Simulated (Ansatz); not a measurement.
Ansatz (an electronic-structure program) input for Zn(Cl)(SiH3) (ClH3SiZn), SMILES [Zn]([Cl])[SiH3], PBE0-D3(BJ)/def2-SVP. 

Ansatz 0.2 input:
```yaml
crystal:
  periodic: [false, false, false]
  atoms:
    - {symbol: Zn, position_ang: [0.03090765, 0.06990335, -0.06051810]}
    - {symbol: Cl, position_ang: [-0.24426708, 1.73598645, -1.41235622]}
    - {symbol: Si, position_ang: [0.18400190, -1.78398556, 1.45743180]}
    - {symbol: H, position_ang: [0.23566876, -3.06780932, 0.75979535]}
    - {symbol: H, position_ang: [-0.96359202, -1.84446367, 2.36198661]}
    - {symbol: H, position_ang: [1.37720761, -1.72079912, 2.29977141]}
basis:
  gaussian:
    orbitals: def2-SVP
hamiltonian:
  xc: pbe0
  dispersion: d3bj
relax: {f_tol: 0.002, max_steps: 200}
```

It prints:

```
WARN ansatz: RAYON_NUM_THREADS=1 ignored (pool sized by the plan → 1); use --threads N
Functional definition: PBE0
integrals: 0.03 GiB planned
817 factors; integrals over basis functions are off by at most 2.5e-4 eV
mean field: 0.32 GiB planned
mean field evaluation 1: about -68840.7757 eV, gradient 3.0e1 eV
mean field evaluation 2: about -68839.7221 eV, gradient 4.2e1 eV
mean field evaluation 4: about -68842.6668 eV, gradient 6.0e-1 eV
mean field evaluation 8: about -68842.7157 eV, gradient 5.9e-2 eV
mean field -68842.71566698 eV, -2529.9231374929 hartree, gradient 2.8e-5 eV, S^2 0.000000; 0 other end points of the search recorded, 0 dependent functions left out
the calculation of the forces begins
reference -68842.71569774 eV, -2529.9231386234 hartree; 32, 32 occupied and 50, 50 virtual orbitals, 817 factors
relax step   1: F+E_penalty+E_count = -68842.82199177 eV  Δ(F+E_penalty+E_count) = +0.000e0 eV  max|allowed force component| = 6.390e-1 eV/Å  Δτ_max = 0.0000 Å  (24 SCF iters, accepted)
these checks for a lower state are left out or cut short: starts, cluster_reference, orbital_swaps, neighbouring_geometries, increment
integrals: 0.03 GiB planned
817 factors; integrals over basis functions are off by at most 2.6e-4 eV
mean field: 0.32 GiB planned
mean field evaluation 16: about -68842.7141 eV, gradient 2.6e0 eV
mean field -68842.77322206 eV, -2529.9252526029 hartree, gradient 9.5e-6 eV, S^2 0.000000; 0 other end points of the search recorded, 0 dependent functions left out
the calculation of the forces begins
reference -68842.77325291 eV, -2529.9252537368 hartree; 32, 32 occupied and 50, 50 virtual orbitals, 817 factors
relax step   2: F+E_penalty+E_count = -68842.88096046 eV  Δ(F+E_penalty+E_count) = -5.897e-2 eV  max|allowed force component| = 2.588e-1 eV/Å  Δτ_max = 0.0759 Å  (29 SCF iters, accepted)
these checks for a lower state are left out or cut short: starts, cluster_reference, orbital_swaps, neighbouring_geometries, increment
integrals: 0.03 GiB planned
817 factors; integrals over basis functions are off by at most 2.7e-4 eV
mean field: 0.32 GiB planned
mean field -68842.77857301 eV, -2529.9254492469 hartree, gradient 9.9e-6 eV, S^2 0.000000; 0 other end points of the search recorded, 0 dependent functions left out
the calculation of the forces begins
reference -68842.77860400 eV, -2529.9254503856 hartree; 32, 32 occupied and 50, 50 virtual orbitals, 817 factors
relax step   3: F+E_penalty+E_count = -68842.88634102 eV  Δ(F+E_penalty+E_count) = -5.381e-3 eV  max|allowed force component| = 2.451e-2 eV/Å  Δτ_max = 0.0176 Å  (28 SCF iters, accepted)
these checks for a lower state are left out or cut short: starts, cluster_reference, orbital_swaps, neighbouring_geometries, increment
integrals: 0.03 GiB planned
817 factors; integrals over basis functions are off by at most 2.7e-4 eV
mean field: 0.32 GiB planned
mean field evaluation 32: about -68842.7789 eV, gradient 4.3e-4 eV
mean field -68842.77893223 eV, -2529.9254624481 hartree, gradient 1.5e-5 eV, S^2 0.000000; 0 other end points of the search recorded, 0 dependent functions left out
the calculation of the forces begins
reference -68842.77896323 eV, -2529.9254635873 hartree; 32, 32 occupied and 50, 50 virtual orbitals, 817 factors
relax step   4: F+E_penalty+E_count = -68842.88671655 eV  Δ(F+E_penalty+E_count) = -3.755e-4 eV  max|allowed force component| = 1.136e-2 eV/Å  Δτ_max = 0.0078 Å  (23 SCF iters, accepted)
these checks for a lower state are left out or cut short: starts, cluster_reference, orbital_swaps, neighbouring_geometries, increment
integrals: 0.03 GiB planned
817 factors; integrals over basis functions are off by at most 2.6e-4 eV
mean field: 0.32 GiB planned
mean field -68842.77933970 eV, -2529.9254774221 hartree, gradient 9.9e-6 eV, S^2 0.000000; 0 other end points of the search recorded, 0 dependent functions left out
the calculation of the forces begins
reference -68842.77937070 eV, -2529.9254785613 hartree; 32, 32 occupied and 50, 50 virtual orbitals, 817 factors
relax step   5: F+E_penalty+E_count = -68842.88711568 eV  Δ(F+E_penalty+E_count) = -3.991e-4 eV  max|allowed force component| = 1.742e-3 eV/Å  Δτ_max = 0.0176 Å  (29 SCF iters, accepted)
these checks for a lower state are left out or cut short: starts, cluster_reference, orbital_swaps, neighbouring_geometries, increment
integrals: 0.03 GiB planned
817 factors; integrals over basis functions are off by at most 2.6e-4 eV
mean field: 0.32 GiB planned
mean field -68842.77934955 eV, -2529.9254777841 hartree, gradient 1.0e-5 eV, S^2 0.000000; 0 other end points of the search recorded, 0 dependent functions left out
the calculation of the forces begins
reference -68842.77938055 eV, -2529.9254789233 hartree; 32, 32 occupied and 50, 50 virtual orbitals, 817 factors
relax step   6: F+E_penalty+E_count = -68842.88712748 eV  Δ(F+E_penalty+E_count) = -1.181e-5 eV  max|allowed force component| = 3.844e-4 eV/Å  Δτ_max = 0.0038 Å  (22 SCF iters, accepted)
integrals: 0.03 GiB planned
817 factors; integrals over basis functions are off by at most 2.6e-4 eV
mean field: 0.32 GiB planned
mean field evaluation 64: about -68842.7793 eV, gradient 3.1e-5 eV
mean field -68842.77934955 eV, -2529.9254777841 hartree, gradient 1.0e-5 eV, S^2 0.000000; 1 other end points of the search recorded, 0 dependent functions left out
the calculation of the forces begins
reference -68842.77938055 eV, -2529.9254789233 hartree; 32, 32 occupied and 50, 50 virtual orbitals, 817 factors
Total energy: -68842.88715848 eV, -2529.9294396893 hartree
Atom 0 at    -0.018265     0.042090    -0.033122 Å, force    -0.000384    -0.000023     0.000001 eV/Å
Atom 1 at    -0.192543     1.679181    -1.369999 Å, force     0.000099    -0.000005    -0.000002 eV/Å
Atom 2 at     0.174727    -1.773365     1.449365 Å, force     0.000121     0.000018     0.000054 eV/Å
Atom 3 at     0.237368    -3.069097     0.703222 Å, force     0.000227     0.000109     0.000067 eV/Å
Atom 4 at    -0.996850    -1.832378     2.378611 Å, force     0.000097     0.000234    -0.000092 eV/Å
Atom 5 at     1.415491    -1.657599     2.278036 Å, force    -0.000160    -0.000333    -0.000028 eV/Å
Dipole moment:     0.034162    -0.320444     0.261686 e Å
```

The run converged.

Cost: roughly 28 core-seconds.
